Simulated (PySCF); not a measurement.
Bonds (- single, = double, # triple, : aromatic): F1-C2 1.321 Å, C2:C3 1.358 Å, C3:C4 1.418 Å, C4:C5 1.364 Å, C5-C6 1.491 Å, C6-F7 1.357 Å, C6-F8 1.357 Å, C5:O9 1.358 Å, O9:C2 1.334 Å. C3 carries H10; C4 carries H11; C6 carries H12.

PySCF 2.14 calculation with structure optimised with GFN2-xTB and shieldings: GIAO PBE0/pcSseg-1; one computed conformer, no solvent, no relativistic terms, one averaged value for each set of equivalent atoms.

References, each an isolated molecule treated in the same way: ¹³C and ¹H against TMS; CFCl3 for ¹⁹F; ¹⁷O vs H2O.

```
atoms  nucleus  count  Hirshfeld charge  δ (ppm)
   C2      ¹³C      1              0.15    167.5
F7/F8      ¹⁹F      2             -0.11        ?
   C5      ¹³C      1              0.02    146.1
   C4      ¹³C      1             -0.07    120.3
  H12       ¹H      1              0.06     6.80
   F1      ¹⁹F      1             -0.06   -116.2
  H10       ¹H      1              0.07        ?
   C6      ¹³C      1              0.14    115.0
   C3      ¹³C      1             -0.10     92.2
   O9      ¹⁷O      1             -0.06    286.7
  H11       ¹H      1              0.07        ?
```

**Question.** Complete the table.

**Answer.** 
- H11: 7.20 ppm, hydrogen on an aromatic CH; aromatic region
- H10: 5.97 ppm, hydrogen on an aromatic CH
- F7/F8: -121.3 ppm, fluorine of a CF2 group

Shifts are as computed. Against solution values, carbons near 30 ppm lie about +3 ppm off and those near 130 ppm about +5 ppm. Of 1211 compounds with measured shifts, 218 miss one by over three times the rms of a fit or turn the order of signals round; such compounds aren't used in these exercises. Unscaled 19F shifts against computed CFCl3 carry errors that often reach 10 to 50 ppm. Unscaled 17O shifts of doubly bonded oxygen tend to come out too high, by tens of ppm or more. Experimental scales use liquid or dissolved standards, which lie at an offset from isolated H2O (liquid H2O: subtract about 36 ppm).
